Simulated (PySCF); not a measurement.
Polarisability and C₆ of Ga (gallium, neutral)

[Ar] 3d10 4s2 4p1, 2P determinant. Computed with PySCF 2.14 in aug-cc-pVTZ-DK, with the spin-free X2C one-electron Hamiltonian (Gaussian nucleus). Coupled (time-dependent) response in atomic units; α is the mean over directions.

| method | mean α (bohr³) | α xx, yy, zz | C₆ (like pair) | S(−4) |
| --- | --- | --- | --- | --- |
| B3LYP | 59.45 | 44.47, 89.41, 44.47 | 491.9 | 2780 |

S(−4) is the Cauchy moment in α(ω) = α(0) + S(−4) ω² + …

Reference α: 50 ± 3 bohr³ (recommended; Schwerdtfeger and Nagle, table of static dipole polarizabilities (2023 update)). Published C₆: 498.0 (Chu and Dalgarno (2004); Tang, Norbeck and Certain (1976)).

Spin-orbit coupling is absent.

α(iu) at B3LYP:

| u (hartree) | α(iu) (bohr³) |
| --- | --- |
| 0 | 59.45 |
| 0.0500 | 53.63 |
| 0.100 | 43.22 |
| 0.200 | 27.36 |
| 0.300 | 18.31 |
| 0.500 | 9.647 |
| 0.750 | 5.373 |
| 1.00 | 3.468 |
| 1.50 | 1.834 |
| 2.00 | 1.149 |
| 3.00 | 0.5768 |
| 5.00 | 0.2292 |

The components differ because the open shell of this determinant is not spherical; for a pure term their mean is the scalar polarisability.
